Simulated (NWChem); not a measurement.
Molecule: HTeBr; SMILES Br[TeH]

```xyz
3

Te     0.0162    -0.9780     0.0000
H     -1.6495    -1.0627     0.0000
Br     0.0443     1.5359     0.0000
```
Atoms are numbered in this order, from 1.

Level: PBE0/def2-SVP with def2 effective core potentials on Te (NWChem), optimised geometry, unscaled harmonic frequencies. This build's default masses of Se (78.918 u) and Br (79.917 u) are each other's, which moves their modes by up to 0.6 %. def2 effective core potentials on Te; no spin-orbit coupling.

```json
[
 {"frequency (cm⁻¹)": "261", "IR intensity (km/mol)": "7.6"},
 {"frequency (cm⁻¹)": "634", "IR intensity (km/mol)": "6.4"},
 {"frequency (cm⁻¹)": "2135", "IR intensity (km/mol)": "41.0"}
]
```

| Quantity | Result |
|---|---|
| zero-point energy | 4.3 kcal/mol |
| thermal correction to the enthalpy at 298.15 K (with zero-point energy) | 7.1 kcal/mol |
| heat capacity Cv | 8.7 cal/(mol K) |
| entropy at 298.15 K and 1 atm (symmetry number 1) | 68.0 cal/(mol K) |

Rigid rotor and harmonic oscillator.
